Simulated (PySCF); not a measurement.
Input file for PySCF: R-B3LYP/6-31G* on Cl2 (SMILES ClCl) with ghost functions, monomers drawn apart or pushed together.

```python
from pyscf import gto, scf, dft, mp
from pyscf.data.elements import chemcore

mol = gto.M(
    atom='''
    Cl   -0.32457624    0.53729565    3.79302012
    Cl    0.08686134   -1.11717669    2.72214239
    ghost-F    0.45494098    0.38365637    0.11229930
    ghost-H    0.33875157   -0.06119823    0.92007403
    ''',
    basis='6-31g*',
    cart=True,
    charge=0, spin=0, verbose=3, max_memory=1800)
mf = dft.RKS(mol, xc='b3lyp')
mf.conv_tol = 1e-8
mf.max_cycle = 100
mf.kernel()
if not mf.converged:
    mf = mf.newton().run(mf.mo_coeff, mf.mo_occ)
```

Output:

```
converged SCF energy = -920.349899658681
```

The run converged.

Cost: roughly 2.4 core-seconds.
